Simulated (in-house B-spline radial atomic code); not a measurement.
Se⁵⁺. Computed with a B-spline radial atomic code. Model: all-electron spherical atom, spin shells full or empty, radial basis limit, no spin-orbit coupling: exact exchange with a local potential (Slater, KLI or optimised effective potential, whose far tail is KLI's), no correlation.

Empty minority-spin level lies below the highest occupied level: each spin potential is zero at infinity, spin occupations fixed.

The run also made RPA and GW results, which its time includes.

The Slater potential averages the orbital exchange potentials with the orbital densities as weights, KLI adds orbital constants, and the optimised effective potential minimises the exact-exchange energy among local potentials. So their energies lie above Hartree-Fock in the order OEP, KLI, Slater. All fall off as −1/r, unlike LDA and GGA exchange.

Command:
```bash
python run_gw.py task.json out
```
Settings (lengths in bohr, energies in hartree):
```
Z                      34
electrons              29
configuration          [Ar] 3d10 4s1
hamiltonian            nr
method                 oep
lmax                   9
spin_polarised         True
box_radius             10.43
intervals              70
ion_configuration      [Ar] 3d10
```

Run time, properties included: 12 s on 1 thread of Arm Neoverse N1, on a shared host.

Given: hamiltonian non-relativistic; mean-field start exchange-only OEP.

Computed: energy above Hartree-Fock 8.1716 millihartree; virial ratio -E/T less 1 0.

```csv
radius (bohr),r times exchange potential up (hartree bohr),r times exchange potential down (hartree bohr)
0.00147,-0.040244,-0.040866
0.00181,-0.049506,-0.050272
0.00224,-0.06118,-0.062128
0.00276,-0.075227,-0.076396
0.00341,-0.092644,-0.094088
0.00421,-0.11384,-0.11562
0.00519,-0.13935,-0.14155
0.00641,-0.17033,-0.17306
0.00791,-0.20708,-0.21044
0.00976,-0.25009,-0.25425
0.012,-0.29848,-0.30361
0.0149,-0.35475,-0.36115
0.0183,-0.41135,-0.41924
0.0226,-0.46863,-0.47842
0.0279,-0.51823,-0.53036
0.0345,-0.55008,-0.56511
0.0425,-0.55052,-0.56903
0.0525,-0.51497,-0.53775
0.0647,-0.48936,-0.51712
0.0799,-0.56407,-0.59779
0.0986,-0.71675,-0.75833
0.122,-0.85618,-0.90806
0.15,-0.94064,-1.0048
0.185,?,?
0.229,-0.84594,-0.94306
0.282,-0.77118,-0.88768
0.348,-0.98552,-1.1277
0.43,-1.2322,-1.4117
0.53,-1.3712,-1.5931
0.654,?,?
0.807,-1.2639,-1.6008
0.996,-1.0111,-1.4573
1.23,-0.81569,-1.2989
1.52,-0.89302,-1.1784
1.87,-0.98892,-1.107
2.31,-1.0164,-1.062
2.85,-1.0145,-1.0294
```

What belongs in the row 0.185?

r times exchange potential up (hartree bohr): -0.94886; r times exchange potential down (hartree bohr): -1.0279.

What belongs in the row 0.654?

r times exchange potential up (hartree bohr): -1.3889; r times exchange potential down (hartree bohr): -1.6597.

| occupied | level (hartree) | Hartree-Fock level (hartree) |
| --- | --- | --- |
| 1s up | -454.88 | -463.46 |
| 1s down | -455.31 | -463.45 |
| 2s up | -60.149 | -63.22 |
| 2s down | -60.572 | -63.205 |
| 2p up | -54.255 | -56.821 |
| 2p down | -54.678 | -56.815 |
| 3s up | ? | ? |
| 3s down | -10.802 | -11.416 |
| 3p up | -8.3453 | -9.1704 |
| 3p down | -8.7624 | -9.1559 |
| 3d up | ? | ? |
| 3d down | -5.1522 | -5.1521 |
| 4s up | -2.9302 | -2.9295 |

What belongs in the row 3s up?

level (hartree): -10.384; Hartree-Fock level (hartree): -11.452.

What belongs in the row 3d up?

level (hartree): -4.7395; Hartree-Fock level (hartree): -5.1614.

```csv
empty,level (hartree)
4s down,-3.1499
4p down,-2.6192
4p up,-2.441
4d down,?
4d up,-1.7097
5s down,-1.5266
5s up,-1.4722
5p down,?
5p up,-1.2846
```

What belongs in the row 4d down?

level (hartree): -1.8102.

What belongs in the row 5p down?

level (hartree): -1.3345.

The highest level, 4s up, differs from Hartree-Fock by -0.017 eV and the deepest, 1s down, by +222 eV: a local potential can match the highest level but can't give each shell its own exchange.
